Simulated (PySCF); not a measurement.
Isomers of C7H14FNSi, one GFN2-xTB conformer each. Single-point energies are computed at PBE0/pcSseg-1 (PySCF, gas phase, no added dispersion term), electronic only.

Question: Rank them by PBE0/pcSseg-1 energy, lowest first (kJ/mol).
A. `[CH2:1]=[C:2]([F:3])[Si@@H:4]1[CH2:5][C@@H:6]1[N:7]([CH3:8])[CH2:9][CH3:10]` with C1–C2–Si4–C5 36°, C5–C6–N7–C8 -149°, C6–N7–C9–C10 -67°
B. `[CH3:1][C:2]#[C:3][Si@@H:4]([F:5])[C@@H:6]([CH3:7])[N:8]([CH3:9])[CH3:10]` with C3–Si4–C6–C7 -42°, Si4–C6–N8–C9 -72°
C. `[F:1][SiH2:2][NH:3][C@@H:4]1[CH2:5][CH2:6][C@@H:7]1[CH:8]1[CH2:9][CH2:10]1` with F1–Si2–N3–C4 179°, Si2–N3–C4–C5 10°, C6–C7–C8–C9 100°, N3–C4–C5–C6 -134°, C4–C5–C6–C7 12°, C5–C6–C7–C8 104°, C7–C8–C9–C10 109°
D. `[CH3:1][CH2:2][C:3](/[CH:4]=[N:5]\[CH3:6])=[CH:7]/[SiH2:8][CH2:9][F:10]` with C1–C2–C3–C4 74°, C2–C3–C4–N5 105°, C3–C7–Si8–C9 -34°, C7–Si8–C9–F10 -48°
E. `[CH3:1]/[CH:2]=[C:3]1/[SiH2:4][C@@H:5]([N:6]([CH3:7])[CH3:8])[C@@H:9]1[F:10]` with Si4–C5–N6–C7 -63°, C2–C3–Si4–C5 -166°, C3–Si4–C5–N6 -129°, Si4–C5–C9–F10 136°, C2–C3–C9–C5 164°

Answer: C (0.0), B (63.9), E (215.2), D (215.3), A (269.1).

As drawn, the lowest has a four-membered ring, an N–H bond and an Si–F bond, which the highest lacks; the highest has an Si–C bond and a C=C bond outside aromatic rings, which the lowest lacks. Neighbours under 10 kJ/mol apart (C/C=C1/[SiH2][C@@H](N(C)C)[C@@H]1F and CCC(/C=N\C)=C/[SiH2]CF) can change places with a better method, another conformer or zero-point energy. GFN2-xTB itself gives, in the same order: 0.0, 191.5, 300.8, 334.8, 429.3. Both levels put the same isomer lowest; measured from each level's own lowest isomer, the values differ by up to 160.2 kJ/mol (C=C(F)[Si@@H]1C[C@@H]1N(C)CC: 429.3 against 269.1).

Question: Which frontier levels, dipoles and rotational constants go with these structures?

Answer: 
```tsv
SMILES	HOMO (eV, PBE0/pcSseg-1)	LUMO (eV)	dipole (D)	A, B, C (MHz)
F[SiH2]N[C@@H]1CC[C@@H]1C1CC1	-6.66	0.42	2.39	1542, 792.4, 588.4
CC#C[Si@@H](F)[C@@H](C)N(C)C	-5.98	-0.21	3.04	1401, 691.6, 545.3
C/C=C1/[SiH2][C@@H](N(C)C)[C@@H]1F	-6.23	-0.55	1.07	1932, 751.3, 570.9
CCC(/C=N\C)=C/[SiH2]CF	-7.00	-0.74	2.15	1233, 795.0, 670.4
C=C(F)[Si@@H]1C[C@@H]1N(C)CC	-6.29	-0.60	2.03	1959, 653.3, 599.2
```
